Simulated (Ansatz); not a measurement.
Total energies of the cluster AlSe3 (the lowest doublet isomer of a short search) from Ansatz at PBE-D4/def2-TZVP, gas phase (1 Eh = 27.2114 eV = 2625.5 kJ/mol). The reference geometry is relaxed at PBE-D4/def2-SVP.

```xyz
4

Al    0.150    0.276   -0.367
Se    0.571   -0.685    1.773
Se    0.920    1.159   -2.231
Se   -1.641   -0.750    0.825
```

```csv
state,geometry,energy (Eh)
charge 0 doublet,reference,-7445.99819
charge 1 triplet,reference,-7445.69853
charge 0 quartet,relaxed at PBE-D4/def2-SVP,-7445.95325
free Al atom (doublet),–,-242.22759
free Se atom (triplet),–,-2401.12489
```

**Question.** Work out the vertical ionisation energy to the triplet.

**Answer.** E(charge 1 triplet) − E(charge 0 doublet) = -7445.69853 − (-7445.99819) = 0.29966 Eh = 8.15 eV. For comparison, −ε of the highest occupied level of the spin that leaves is 5.69 eV at this level, 2.46 eV less.

**Question.** Which of the charge 0 states is lowest, and how far above it are the others?

**Answer.** The doublet. quartet: -7445.95325 − (-7445.99819) = 0.04494 Eh = 118.0 kJ/mol. The quartet differs in its bonds from the reference.

**Question.** What is the binding energy per atom against free atoms?

**Answer.** Atoms: 1 × (-242.22759) + 3 × (-2401.12489) = -7445.60226 Eh. Binding: -7445.60226 − (-7445.99819) = 0.39593 Eh = 10.77 eV, or 2.69 eV for each of 4 atoms (no zero-point energy, no counterpoise term).

At PBE-D4/def2-TZVP the gap within one spin of the charge 0 doublet nearly closes, so an electron or hole may be smeared out by delocalisation error. 

The structure comes from a short search, and lower isomers may exist.
